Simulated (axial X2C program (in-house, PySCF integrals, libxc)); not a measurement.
## Low determinants of CuBi at the PBE0 level, scalar-relativistic

Calculated with an in-house all-electron X2C program for linear molecules (integrals from PySCF). Spin-free means the one-electron spin-free X2C Hamiltonian. Basis: Bi dyall-v3z [12s14p10d5f], Cu dyall-v3z [9s9p6d3f2g] (cores contracted in-house); Gaussian nuclei, density fitting, unrestricted open shells. Masses: Bi 208.980 u, Cu 62.930 u.

Search at 2.508 Å (vertical energies from the lowest determinant):

```json
{"ΔE (eV)": "0.00", "state": "M_S = 1, Λ = 0", "electrons beyond evenly filled partner blocks": "π+α, π-α", "electrons in σ, π, δ, φ": "42 46 20 4"}
{"ΔE (eV)": "0.73", "state": "M_S = 0, Λ = 2", "electrons beyond evenly filled partner blocks": "π+α, π+β", "electrons in σ, π, δ, φ": "42 46 20 4"}
{"ΔE (eV)": "0.73", "state": "M_S = 0, Λ = 0", "electrons beyond evenly filled partner blocks": "π+β, π-α", "electrons in σ, π, δ, φ": "42 46 20 4"}
{"ΔE (eV)": "1.93", "state": "M_S = 1, Λ = 1", "electrons beyond evenly filled partner blocks": "σα, π+α, π+β, π-α", "electrons in σ, π, δ, φ": "41 47 20 4"}
{"ΔE (eV)": "2.10", "state": "M_S = 0, Λ = 1", "electrons beyond evenly filled partner blocks": "σβ, π+α, π+β, π-α", "electrons in σ, π, δ, φ": "41 47 20 4"}
{"ΔE (eV)": "2.12", "state": "M_S = 2, Λ = 0", "electrons beyond evenly filled partner blocks": "2 × σα, π+α, π-α", "electrons in σ, π, δ, φ": "42 46 20 4"}
{"ΔE (eV)": "2.31", "state": "M_S = 1, Λ = 1", "electrons beyond evenly filled partner blocks": "σα, π+α", "electrons in σ, π, δ, φ": "43 45 20 4"}
```

Lowest determinant, M_S = 1, Λ = 0 (beyond evenly filled blocks: π+α, π-α): Re = 2.482 Å, ωe = 204.2 cm⁻¹.

The determinant in row 2 of the search, M_S = 0, Λ = 2 (beyond evenly filled blocks: π+α, π+β), was followed along the bond at PBE0; measured from the minimum of the lowest determinant it gives:

Te = 0.725 eV (5850 cm⁻¹), Re = 2.459 Å, ωe = 213.0 cm⁻¹.

(1) Compare the bond of the determinant in row 2 with that of the lowest one.

The search compares states at one distance, so a state with another bond length can lie lower; it is not exhaustive and yields mostly the lowest determinant of each block pattern, so other components and higher states of one pattern are missing. These are energies of single determinants, not of spin-adapted states; PBE0 term energies can be off by some tenths of an eV, and the functional has no current term. The lowest determinant need not be the ground state where others lie within half an eV. Spin–orbit coupling is large for these atoms, so the spin-free order is a model.

Results:

(1) At PBE0 its Re is 0.023 Å shorter and its force constant, which goes as ωe², is 1.09 times that of the lowest determinant. T0 ≈ Te + Δωe/2 = 5850 + (4) = 5854 cm⁻¹.
